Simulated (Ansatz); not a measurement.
Two isomers of C3H8BF: A = `CBC(C)F`, B = `CCB(C)F`.

Gas-phase electronic energies from Ansatz, PBE0-D4/def2-TZVP geometries. CBS: MP2 limit from def2 TZ/QZ plus the TZ coupled-cluster correction, frozen cores. Functionals use def2-TZVPP. B3LYP here is the variant with VWN-RPA as its local correlation; programs differ in this. Each species was taken in one conformer, which may not be the lowest.

(1) Which isomer does CCSD(T)/CBS put lower? Give the gap. (Estimate.)

(2) Give E(B) − E(A) in kcal/mol with B3LYP-D4, CCSD/def2-TZVPP, MP2/def2-TZVPP, ωB97M-V, PBE0-D4, B2PLYP, PBE-D4. (Estimate.)

Largest T1 diagnostic: 0.011.

Results:

(1) Computed: B, by 55.8 kcal/mol.

(2) Computed: B3LYP-D4 -54.4, CCSD/def2-TZVPP -56.2, MP2/def2-TZVPP -57.9, ωB97M-V -55.1, PBE0-D4 -54.9, B2PLYP -55.7, PBE-D4 -53.7. None reverses the order clearly.

In def2-TZVPP, CCSD(T) changes the Hartree–Fock value by −1.0 kcal/mol (the triples alone add +0.0 kcal/mol) and MP2 by −2.7 kcal/mol. From PBE to PBE0 (25 % exact exchange), in def2-TZVPP and without D4, E(B) − E(A) moves by −1.1 kcal/mol.
